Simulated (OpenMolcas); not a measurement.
Computed levels of 2s² 2p² in ions with 6 electrons, in cm-1 above ³P₀.

```yaml
Program: OpenMolcas
Method: SS-CASPT2, IPEA 0.25 Eh, imaginary shift 0.1 Eh
Basis: ANO-RCC-VTZP
Scalar_Hamiltonian: DKH2, point nucleus
Spin-orbit_coupling: RASSI with atomic mean-field integrals over the reference wave functions, term energies averaged over their components
```

Active space for each ion: 2 electrons in 3 orbitals (2p); closed shells correlated by CASPT2: 1s 2s.

```
Level      C    O2+    F3+   Ne4+
  ³P₁   15.8    114    231    412
  ³P₂   47.2    336    675   1191
  ¹D₂  10270  20770  25940  30880
  ¹S₀  23400  47120  58460  68940
```

Q: Estimate ³P₂, ¹D₂, ¹S₀ for N+ from its neighbours C and O2+.

A: ³P₂ is fine structure, which grows about as the fourth power of a screened charge, so the fourth roots are averaged: ((47.2^0.25 + 336^0.25) / 2)^4 = 142. The calculation gives 141, so the estimate is off by +0.7 %; the measured value is 131 (NIST Handbook of Basic Atomic Spectroscopic Data).
¹D₂ is another term, which grows about linearly with the charge: (10270 + 20770) / 2 = 15520. The calculation gives 15560, so the estimate is off by -0.3 %; the measured value is 15316 (NIST Handbook of Basic Atomic Spectroscopic Data).
¹S₀ is another term, which grows about linearly with the charge: (23400 + 47120) / 2 = 35260. The calculation gives 35380, so the estimate is off by -0.3 %; the measured value is 32689 (NIST Handbook of Basic Atomic Spectroscopic Data).

Term energies are means over components that CASPT2 splits; among the terms shown or strongly mixed into the levels shown the widest spread is 96 cm-1 (2s² 2p² ¹D, N+). With the s shell closed, the reference lacks s² → p² mixing. Computed and measured levels are paired by configuration, term and J; levels that our copy of the source lacks, or whose pairing is in doubt (as where it misses far off the trend of its configuration), stay unpaired and out of the deviations. Only configurations of the active space appear.
